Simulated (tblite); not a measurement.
A geometry optimisation, step by step.

C₂H₁₃BOSi₃.
SMILES with atom numbers: `[CH3:1][O:2][SiH2:3][BH:4][CH:5]([SiH3:6])[SiH3:7]` (hydrogens: H8, H9, H10 on C1; H11, H12 on Si3; H13 on B4; H14 on C5; H15, H16, H17 on Si6; H18, H19, H20 on Si7)

Computed with GFN2-xTB (tblite), gas phase: L-BFGS steps from a force-field or distance-geometry start until the largest atomic force falls under 0.01 eV/Å. 10 of its 182 geometries are shown.

Step 0: E = -581.6907 eV, largest atomic force 2.396 eV/Å
```
atom  x, y, z in Å  |  force x, y, z in eV/Å
C1      3.454   -0.545    0.372   -0.361   0.358   0.510
O2      2.252   -1.138   -0.072   -0.199   1.390  -0.504
Si3     1.456   -0.046   -1.088   -1.061  -1.816   0.372
B4     -0.432   -0.555   -1.238   -0.092   0.900   0.931
C5     -1.249   -0.309    0.126    1.843  -1.106  -1.058
Si6    -1.255    1.559    0.330   -0.189   0.590   0.153
Si7    -2.991   -0.914    0.033   -1.097  -0.340   0.801
H8      3.268    0.564    0.313    1.107  -0.980   0.354
H9      3.690   -0.831    1.430   -0.258   0.065  -0.899
H10     4.233   -0.882   -0.312    0.240   0.316   0.254
H11     1.429    1.252   -0.381    0.557  -0.031  -0.114
H12     2.080    0.121   -2.387    0.579   0.193  -0.217
H13    -0.963   -0.474   -2.284   -0.107  -0.225   0.143
H14    -0.652   -0.770    0.944   -0.517   0.364  -0.283
H15    -0.906    1.862    1.718    0.121   0.100   0.011
H16    -2.641    1.977    0.117    0.058   0.304  -0.066
H17    -0.352    2.215   -0.633   -0.468   0.220   0.194
H18    -3.714   -0.064   -0.898   -0.180  -0.069  -0.265
H19    -3.114   -2.333   -0.283    0.017  -0.095  -0.093
H20    -3.598   -0.678    1.371    0.006  -0.138  -0.223
```

Step 20: E = -582.5243 eV, largest atomic force 0.191 eV/Å
```
atom  x, y, z in Å  |  force x, y, z in eV/Å
C1      3.564   -0.608    0.419   -0.033   0.008   0.032
O2      2.315   -0.927   -0.110   -0.098   0.062  -0.045
Si3     1.490   -0.015   -1.197    0.019   0.142  -0.048
B4     -0.442   -0.380   -1.196    0.128  -0.142   0.005
C5     -1.323   -0.264    0.076    0.050  -0.047  -0.077
Si6    -1.394    1.645    0.354   -0.039  -0.027   0.049
Si7    -3.089   -0.993    0.054   -0.011  -0.030   0.027
H8      3.665    0.472    0.541    0.016   0.029   0.086
H9      3.651   -1.101    1.386    0.052   0.000   0.075
H10     4.381   -0.944   -0.224   -0.100  -0.088  -0.108
H11     1.708    1.415   -0.786    0.056  -0.163  -0.077
H12     2.256   -0.050   -2.474   -0.110  -0.042   0.080
H13    -0.981   -0.509   -2.235   -0.014   0.100  -0.026
H14    -0.799   -0.630    0.965   -0.045   0.007  -0.025
H15    -0.914    1.879    1.710    0.031   0.085   0.161
H16    -2.758    2.145    0.226   -0.156   0.021  -0.008
H17    -0.578    2.436   -0.561    0.025   0.049  -0.088
H18    -3.942   -0.307   -0.925    0.092  -0.032  -0.011
H19    -3.116   -2.435   -0.222    0.124   0.024  -0.058
H20    -3.700   -0.818    1.376    0.014   0.046   0.055
```

Step 40: E = -582.6675 eV, largest atomic force 0.181 eV/Å
```
atom  x, y, z in Å  |  force x, y, z in eV/Å
C1      3.487   -0.698    0.461   -0.061   0.008   0.021
O2      2.132   -0.640    0.123    0.091   0.025  -0.030
Si3     1.507    0.058   -1.227    0.074   0.041   0.011
B4     -0.432   -0.172   -1.186    0.084   0.071  -0.046
C5     -1.271   -0.143    0.110    0.034   0.026  -0.041
Si6    -1.547    1.734    0.434   -0.028   0.122   0.017
Si7    -2.934   -1.060    0.027   -0.080  -0.058   0.091
H8      3.869    0.297    0.712   -0.056  -0.061  -0.053
H9      3.607   -1.353    1.327   -0.071   0.027  -0.024
H10     4.078   -1.098   -0.367   -0.017   0.035   0.004
H11     1.981    1.479   -1.259   -0.085  -0.160  -0.010
H12     2.222   -0.505   -2.397    0.044  -0.012   0.006
H13    -1.015   -0.207   -2.208    0.041   0.076  -0.061
H14    -0.693   -0.503    0.964   -0.052   0.022   0.088
H15    -1.056    2.077    1.775    0.005  -0.038  -0.063
H16    -2.976    2.075    0.372    0.062  -0.025  -0.019
H17    -0.854    2.578   -0.552   -0.029  -0.010   0.064
H18    -3.811   -0.517   -1.021    0.099  -0.037   0.051
H19    -2.690   -2.484   -0.233   -0.023   0.001   0.003
H20    -3.609   -0.905    1.322   -0.030  -0.051  -0.012
```

Step 60: E = -582.7090 eV, largest atomic force 0.098 eV/Å
```
atom  x, y, z in Å  |  force x, y, z in eV/Å
C1      3.427   -0.747    0.488   -0.015   0.030  -0.019
O2      2.092   -0.543    0.144   -0.021  -0.004  -0.026
Si3     1.523    0.033   -1.282   -0.026  -0.019  -0.061
B4     -0.425    0.001   -1.203   -0.001   0.018  -0.056
C5     -1.243   -0.065    0.106    0.027   0.043   0.000
Si6    -1.631    1.786    0.456   -0.019   0.094   0.011
Si7    -2.824   -1.119    0.044   -0.001  -0.025   0.034
H8      3.898    0.198    0.772   -0.021   0.018   0.008
H9      3.470   -1.436    1.334   -0.031   0.017  -0.010
H10     3.987   -1.167   -0.349    0.009  -0.032  -0.002
H11     2.086    1.388   -1.525    0.033  -0.021   0.033
H12     2.185   -0.743   -2.362   -0.005   0.001   0.029
H13    -1.016    0.162   -2.214    0.057  -0.022   0.077
H14    -0.649   -0.406    0.958    0.053  -0.011   0.001
H15    -1.128    2.119    1.792   -0.010  -0.014   0.004
H16    -3.071    2.057    0.403   -0.005  -0.027   0.002
H17    -0.998    2.704   -0.501    0.018  -0.016   0.014
H18    -3.694   -0.660   -1.040   -0.025  -0.026  -0.003
H19    -2.456   -2.523   -0.165   -0.003  -0.024  -0.038
H20    -3.540   -1.029    1.322   -0.018   0.021   0.001
```

Step 80: E = -582.7278 eV, largest atomic force 0.048 eV/Å
```
atom  x, y, z in Å  |  force x, y, z in eV/Å
C1      3.315   -0.767    0.506   -0.012  -0.033   0.005
O2      2.003   -0.572    0.085   -0.003   0.016  -0.011
Si3     1.527   -0.004   -1.377   -0.018   0.013  -0.016
B4     -0.413    0.138   -1.248   -0.022  -0.039  -0.018
C5     -1.184    0.024    0.088    0.004   0.032   0.017
Si6    -1.682    1.832    0.509   -0.019  -0.014   0.002
Si7    -2.688   -1.147    0.053    0.024   0.019   0.003
H8      3.778    0.192    0.752    0.036  -0.025  -0.020
H9      3.303   -1.399    1.395   -0.004   0.004   0.040
H10     3.909   -1.258   -0.269    0.005   0.035   0.009
H11     2.278    1.247   -1.657   -0.034   0.008   0.009
H12     2.098   -0.902   -2.409   -0.003  -0.018  -0.007
H13    -1.033    0.375   -2.221    0.022  -0.007  -0.016
H14    -0.538   -0.312    0.904    0.023  -0.004  -0.003
H15    -1.256    2.136    1.879   -0.005  -0.030   0.002
H16    -3.132    2.014    0.405   -0.017   0.017  -0.011
H17    -1.047    2.811   -0.381    0.010   0.011   0.011
H18    -3.611   -0.794   -1.028    0.008   0.007  -0.003
H19    -2.227   -2.527   -0.141    0.010   0.003  -0.014
H20    -3.405   -1.075    1.331   -0.005   0.003   0.020
```

Step 101: E = -582.7407 eV, largest atomic force 0.053 eV/Å
```
atom  x, y, z in Å  |  force x, y, z in eV/Å
C1      3.237   -0.795    0.529    0.009   0.029   0.003
O2      1.958   -0.546    0.044   -0.009   0.013  -0.008
Si3     1.517   -0.047   -1.455   -0.045   0.009   0.022
B4     -0.415    0.187   -1.310    0.023   0.027   0.024
C5     -1.134    0.120    0.059    0.030  -0.010  -0.006
Si6    -1.742    1.868    0.557    0.012   0.008  -0.002
Si7    -2.557   -1.148    0.065   -0.016   0.006   0.008
H8      3.765    0.146    0.707    0.015  -0.016  -0.016
H9      3.153   -1.339    1.473   -0.014   0.010  -0.030
H10     3.818   -1.390   -0.178    0.005  -0.008  -0.001
H11     2.284    1.173   -1.810    0.024   0.008   0.027
H12     2.066   -1.016   -2.430   -0.001  -0.031  -0.015
H13    -1.047    0.442   -2.270    0.002  -0.006   0.000
H14    -0.437   -0.186    0.846   -0.018  -0.011   0.005
H15    -1.464    2.044    1.988   -0.020   0.005  -0.033
H16    -3.181    2.036    0.332    0.019   0.010  -0.035
H17    -1.035    2.921   -0.187   -0.018  -0.030   0.040
H18    -3.530   -0.854   -0.990    0.000   0.004  -0.013
H19    -2.015   -2.496   -0.152   -0.006   0.005   0.006
H20    -3.248   -1.110    1.359    0.009  -0.022   0.022
```

Step 121: E = -582.7753 eV, largest atomic force 0.061 eV/Å
```
atom  x, y, z in Å  |  force x, y, z in eV/Å
C1      3.183   -0.820    0.508   -0.008   0.042   0.007
O2      1.953   -0.383    0.028    0.027  -0.026   0.004
Si3     1.505   -0.008   -1.503   -0.021  -0.055  -0.007
B4     -0.409    0.307   -1.308   -0.010  -0.005  -0.024
C5     -1.088    0.202    0.075    0.011   0.013  -0.010
Si6    -1.831    1.889    0.562   -0.007   0.027   0.035
Si7    -2.403   -1.178    0.119   -0.030   0.029   0.025
H8      3.915   -0.006    0.500   -0.035  -0.038  -0.032
H9      3.042   -1.162    1.536    0.036  -0.007  -0.032
H10     3.569   -1.643   -0.099    0.015   0.015   0.019
H11     2.383    1.075   -2.003    0.001   0.026   0.001
H12     1.893   -1.132   -2.392    0.034  -0.001   0.017
H13    -1.075    0.559   -2.247    0.029   0.008   0.014
H14    -0.359   -0.042    0.855   -0.006  -0.017   0.002
H15    -2.101    1.854    2.006   -0.041   0.027  -0.031
H16    -3.066    2.163   -0.179    0.016   0.012   0.018
H17    -0.879    2.979    0.299   -0.024  -0.035   0.011
H18    -3.482   -0.911   -0.836   -0.001  -0.002   0.003
H19    -1.789   -2.467   -0.215    0.013  -0.011  -0.004
H20    -2.967   -1.266    1.473    0.003  -0.003  -0.017
```

Step 141: E = -582.7924 eV, largest atomic force 0.035 eV/Å
```
atom  x, y, z in Å  |  force x, y, z in eV/Å
C1      3.264   -0.805    0.461   -0.017  -0.027  -0.015
O2      1.982   -0.468    0.040    0.000   0.001   0.002
Si3     1.506   -0.031   -1.466    0.002   0.002  -0.008
B4     -0.415    0.235   -1.280   -0.002   0.008   0.008
C5     -1.115    0.174    0.095   -0.030  -0.001   0.008
Si6    -1.844    1.883    0.540   -0.009  -0.005   0.008
Si7    -2.470   -1.169    0.146   -0.005   0.017  -0.009
H8      3.961    0.019    0.291    0.000   0.008   0.013
H9      3.224   -1.034    1.528    0.025   0.013   0.002
H10     3.630   -1.681   -0.081    0.015   0.000   0.000
H11     2.322    1.137   -1.884   -0.002  -0.001  -0.003
H12     1.978   -1.067   -2.416    0.001  -0.009   0.000
H13    -1.067    0.466   -2.232    0.003   0.004  -0.008
H14    -0.409   -0.074    0.895    0.002   0.010   0.004
H15    -2.451    1.815    1.874   -0.004  -0.005   0.018
H16    -2.863    2.309   -0.422    0.011  -0.015  -0.008
H17    -0.775    2.887    0.568    0.013   0.013  -0.007
H18    -3.588   -0.835   -0.740    0.010  -0.011  -0.012
H19    -1.907   -2.463   -0.259   -0.005   0.000  -0.002
H20    -2.969   -1.288    1.521   -0.008  -0.002   0.010
```

Step 161: E = -582.7943 eV, largest atomic force 0.019 eV/Å
```
atom  x, y, z in Å  |  force x, y, z in eV/Å
C1      3.300   -0.798    0.450   -0.001   0.000  -0.008
O2      2.003   -0.490    0.056   -0.003  -0.001  -0.003
Si3     1.507   -0.039   -1.441   -0.010  -0.002   0.009
B4     -0.416    0.221   -1.258    0.001  -0.004   0.019
C5     -1.134    0.157    0.109   -0.006   0.004   0.005
Si6    -1.836    1.880    0.541    0.003   0.004  -0.002
Si7    -2.513   -1.163    0.136    0.012   0.004  -0.005
H8      3.966    0.054    0.294    0.004   0.003   0.005
H9      3.287   -1.057    1.510    0.001   0.003   0.006
H10     3.689   -1.645   -0.121    0.002  -0.002  -0.002
H11     2.309    1.141   -1.850    0.004   0.004  -0.009
H12     1.984   -1.062   -2.404   -0.002  -0.005  -0.005
H13    -1.057    0.460   -2.216    0.001  -0.002  -0.001
H14    -0.441   -0.101    0.918   -0.004  -0.003  -0.008
H15    -2.399    1.846    1.896    0.002  -0.006  -0.006
H16    -2.879    2.281   -0.406   -0.002  -0.001   0.001
H17    -0.765    2.885    0.507   -0.005  -0.010   0.006
H18    -3.598   -0.823   -0.789    0.010  -0.002   0.000
H19    -1.957   -2.467   -0.248   -0.008   0.011   0.007
H20    -3.055   -1.269    1.496    0.002   0.006  -0.010
```

Step 181: E = -582.7958 eV, largest atomic force 0.008 eV/Å
```
atom  x, y, z in Å  |  force x, y, z in eV/Å
C1      3.316   -0.797    0.440   -0.003   0.003   0.003
O2      2.019   -0.480    0.051   -0.003  -0.001   0.000
Si3     1.504   -0.069   -1.450   -0.003   0.006   0.005
B4     -0.407    0.248   -1.238   -0.003  -0.004   0.000
C5     -1.127    0.184    0.128   -0.003  -0.006  -0.004
Si6    -1.870    1.887    0.567    0.001  -0.004  -0.006
Si7    -2.489   -1.154    0.122    0.006   0.005   0.000
H8      3.986    0.051    0.280    0.004  -0.006  -0.001
H9      3.305   -1.053    1.501    0.007   0.001  -0.001
H10     3.697   -1.649   -0.131   -0.001   0.005  -0.001
H11     2.327    1.072   -1.924   -0.001  -0.005   0.005
H12     1.928   -1.138   -2.386   -0.002  -0.003   0.003
H13    -1.047    0.509   -2.190    0.001   0.002  -0.007
H14    -0.440   -0.075    0.940   -0.002   0.003  -0.005
H15    -2.484    1.819    1.898    0.004   0.000   0.004
H16    -2.886    2.291   -0.408    0.002   0.001   0.000
H17    -0.809    2.901    0.589    0.000   0.004   0.007
H18    -3.529   -0.844   -0.861   -0.008  -0.002  -0.002
H19    -1.907   -2.461   -0.207    0.003   0.003   0.007
H20    -3.093   -1.233    1.457    0.002  -0.003  -0.005
```

Question: Summarise the path.

Answer: The energy falls by 25.49 kcal/mol from step 0 to step 181; nine tenths of that is first reached at step 44. It rises by more than 0.2 meV at step 113. The largest force goes from 2.396 to 0.008 eV/Å. Among the bonds B4–C5 changes most, from 1.609 to 1.545 Å; the atoms move by 0.963 Å rms after alignment.

Question: Follow the three bonds and two angles with the largest change from start to end.

Answer: 
```
step  E above end (kcal/mol)  largest force (eV/Å)  B4–C5 (Å)  C5–Si7 (Å)  O2–Si3 (Å)  C1–O2–Si3 (°)  B4–Si3–H11 (°)
   0                   25.49                 2.396      1.609       1.847       1.691          108.6           104.4
   8                   10.66                 0.516      1.547       1.900       1.640          117.7           107.2
  16                    7.27                 0.285      1.551       1.911       1.646          122.7           108.6
  24                    5.58                 0.155      1.553       1.915       1.635          127.0           110.9
  31                    4.51                 0.284      1.551       1.895       1.642          127.5           112.5
  39                    3.18                 0.197      1.547       1.906       1.641          125.8           115.3
  47                    2.41                 0.067      1.549       1.907       1.640          124.7           114.3
  55                    2.18                 0.096      1.547       1.907       1.639          125.1           113.9
  63                    1.91                 0.060      1.546       1.902       1.641          126.8           113.6
  71                    1.74                 0.066      1.546       1.905       1.639          127.0           114.9
  79                    1.58                 0.083      1.546       1.906       1.639          126.4           116.8
  87                    1.47                 0.066      1.547       1.906       1.640          126.5           116.9
  94                    1.37                 0.056      1.547       1.906       1.640          127.7           116.2
 102                    1.25                 0.067      1.548       1.905       1.640          128.5           115.5
 110                    1.05                 0.092      1.548       1.905       1.638          130.2           116.1
 118                    0.56                 0.170      1.543       1.908       1.640          129.8           119.0
 126                    0.36                 0.088      1.543       1.906       1.639          128.8           119.7
 134                    0.14                 0.071      1.546       1.908       1.639          128.5           118.1
 142                    0.07                 0.033      1.544       1.908       1.639          127.5           117.4
 150                    0.06                 0.020      1.545       1.908       1.640          127.3           117.0
 157                    0.04                 0.014      1.545       1.908       1.640          127.1           116.9
 165                    0.03                 0.014      1.545       1.908       1.640          127.1           117.0
 173                    0.01                 0.022      1.545       1.909       1.640          127.4           116.8
 181                    0.00                 0.008      1.545       1.909       1.639          127.3           117.0
```

The cost below is that of the whole relaxation. Time: 2.8 s wall. Hardware: one thread, Arm Neoverse N1 (aarch64), shared host.
